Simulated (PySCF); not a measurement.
BaF2, optimised at PBE/def2-SVP:

```xyz
3

Ba     0.0019    -0.0521    -0.0334
F      0.8929     0.3232    -2.0634
F     -1.3007    -1.8850    -0.0301
```

Method: PySCF energies (xtb for GFN2) plus ideal-gas RRHO corrections (1 bar). All species are closed-shell singlets. Ba: scalar-relativistic def2 core potential, no spin-orbit coupling.

Question: List the harmonic frequencies (cm⁻¹, unscaled) at this level and at the other levels, each on its own geometry.

Answer: 
- PBE/def2-SVP: 97, 466, 473
- GFN2-xTB: 100, 247, 272
- PBE0/def2-TZVP: 96, 430, 451
